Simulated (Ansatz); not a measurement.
Two isomers of CH10AlNSi2: A = `[NH2][Al]([SiH3])[CH2][SiH3]`, B = `[CH3][AlH][N]([SiH3])[SiH3]`.

Gas-phase electronic energies from Ansatz, PBE0-D4/def2-TZVP geometries. CCSD(T)/CBS is the MP2 limit (def2-TZVPP, def2-QZVPP) plus CCSD(T) − MP2 in def2-TZVPP, frozen cores. DFT in def2-TZVPP. B3LYP here is the variant with VWN-RPA as its local correlation; programs differ in this. Each species was taken in one conformer, which may not be the lowest.

Problem. Which is lower in electronic energy at CCSD(T)/CBS, and by how much? (Estimate.)

Solution. Computed: B, by 88.8 kJ/mol.

Problem. Give E(B) − E(A) in kJ/mol with HF/def2-TZVPP, PBE0-D4, r2SCAN-D4, B3LYP, CCSD(T)/def2-TZVPP, B3LYP-D4, MP2/def2-TZVPP. (Best estimate.)

Solution. Computed: HF/def2-TZVPP -105.5, PBE0-D4 -70.5, r2SCAN-D4 -80.4, B3LYP -79.5, CCSD(T)/def2-TZVPP -88.1, B3LYP-D4 -88.1, MP2/def2-TZVPP -98.9. None reverses the order clearly.

Largest T1 diagnostic: 0.012.

The D4 term adds −8.6 kJ/mol with B3LYP and −4.2 kJ/mol with PBE0; it sums over pairs of atoms, weighted by their polarisabilities, and B3LYP, whose exchange is more repulsive, gets the larger term. In def2-TZVPP, CCSD(T) changes the Hartree–Fock value by +17.4 kJ/mol (the triples alone add +1.6 kJ/mol) and MP2 by +6.6 kJ/mol.
